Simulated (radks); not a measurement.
Polarisability of the platinum ion Pt+, [Xe] 4f14 5d9, at imaginary frequency. Calculated with a radial shooting solver on a logarithmic mesh with Libxc functionals: scalar-relativistic Kohn-Sham, LB94 model potential, spin-unpolarised, spherical densities, finite nucleus; Fermi nuclear charge, rms radius 5.427 fm. Response by self-consistent Sternheimer equations with the Hartree and adiabatic LDA kernel, the relativistic mass of each level held fixed and spin-orbit coupling left out.

| w (hartree) | alpha1(iw) (bohr^3) |
|---|---|
| 0.00266 | 14.05 |
| 0.0143 | 14.03 |
| 0.0360 | 13.97 |
| 0.0697 | 13.78 |
| 0.118 | 13.33 |
| 0.186 | 12.47 |
| 0.280 | 11.13 |
| 0.413 | 9.417 |
| 0.605 | 7.519 |
| 0.892 | 5.599 |
| 1.35 | 3.789 |
| 2.12 | 2.240 |
| 3.59 | 1.097 |
| 6.94 | 0.4143 |
| 17.5 | 0.1015 |

Static values: alpha1 = 14.05 bohr^3 (2.081 angstrom^3; uncoupled 24.25). C6 = 104.2, triple-dipole C9 = 979.8 atomic units. One-pole (London) frequency 4 C6 / (3 alpha1^2) = 0.704 hartree, against 0.764 for minus the highest occupied eigenvalue.
